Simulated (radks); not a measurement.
The nuclear charge of the potassium ion K+ is varied continuously with 18 electrons held in [Ar]. Method: non-relativistic Kohn-Sham, TPSS, spin-unpolarised, spherical densities, point nucleus; meta-GGA in the generalised Kohn-Sham scheme; computed with a radial shooting solver on a logarithmic mesh with Libxc functionals. By the Hellmann-Feynman theorem dE/dZ = E(electron-nucleus)/Z, the electronic potential at the nucleus.

| Z | E (hartree) | E(electron-nucleus)/Z (hartree) | HOMO | e(HOMO) (eV) | <r> HOMO (bohr) |
|---|---|---|---|---|---|
| 18 | -527.56942 | -69.7403 | 3p | -10.420 | 1.661 |
| 18.5 | -563.05881 | -72.2162 | 3p | -17.292 | 1.532 |
| 19 | -599.78462 | -74.6863 | 3p | -25.085 | 1.426 |
| 19.5 | -637.74439 | -77.1522 | 3p | -33.758 | 1.336 |
| 20 | -676.93626 | -79.6148 | 3p | -43.286 | 1.259 |

The central difference of E at Z = 19 is -74.686 hartree, to compare with the third column; the second derivative is -4.94 hartree.
